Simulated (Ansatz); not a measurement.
Two isomers of C2H6F2Ge: A = `[CH3][GeH2][CH](F)F`, B = `FC[CH2][GeH2][F]`.

Isolated molecules relaxed with PBE0-D4/def2-TZVP in Ansatz; ΔE leaves out vibrations. CBS: MP2 limit from def2 TZ/QZ plus the TZ coupled-cluster correction, frozen cores. DFT in def2-TZVPP. B3LYP here is the variant with VWN-RPA as its local correlation; programs differ in this. For Ge outer-core shells are correlated without core-valence functions, which leaves a few kJ/mol of doubt a bond. Scalar relativity is left out up to krypton. One conformer a species, not always the lowest.

(1) Which isomer does CCSD(T)/CBS put lower? Give the gap. (Best estimate.)

(2) Give E(B) − E(A) in kcal/mol with MP2/def2-TZVPP, r2SCAN-D4, CCSD(T)/def2-TZVPP, HF/def2-TZVPP, CCSD/def2-TZVPP, PBE0-D4, B3LYP-D4. (An estimate is asked.)

Largest T1 diagnostic: 0.012.

Results:

(1) Ansatz gave: B, by 28.3 kcal/mol.

(2) The calculation gave: MP2/def2-TZVPP -29.2, r2SCAN-D4 -26.0, CCSD(T)/def2-TZVPP -27.3, HF/def2-TZVPP -30.1, CCSD/def2-TZVPP -27.8, PBE0-D4 -25.9, B3LYP-D4 -26.5. None reverses the order clearly.

In def2-TZVPP, CCSD(T) changes the Hartree–Fock value by +2.8 kcal/mol (the triples alone add +0.5 kcal/mol) and MP2 by +1.0 kcal/mol. From PBE to PBE0 (25 % exact exchange), in def2-TZVPP and without D4, E(B) − E(A) moves by −1.5 kcal/mol.
